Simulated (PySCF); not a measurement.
B3LYP has the VWN-RPA correlation part, as in Gaussian. 

```xyz
8

N     -1.2312    -0.3409    -0.0029
B     -0.0124     0.3482    -0.0992
N      1.2508    -0.2063     0.1585
Br    -0.0801     2.2416    -0.6381
H     -1.3007    -1.3078     0.2641
H     -2.1116     0.0994    -0.1976
H      2.0963     0.3276     0.0761
H      1.3889    -1.1619     0.4390
```

Charge 0, multiplicity 1.

Question: Give the Mulliken and meta-Löwdin atomic charges from PySCF with B3LYP-D3(BJ)/def2-TZVP.

Answer: 
```tsv
atom	Mulliken (e)	meta-Löwdin (e)
N1	-0.46	-0.50
B2	0.25	0.21
N3	-0.46	-0.50
Br4	-0.23	-0.19
H5	0.21	0.24
H6	0.23	0.25
H7	0.23	0.25
H8	0.21	0.24
```
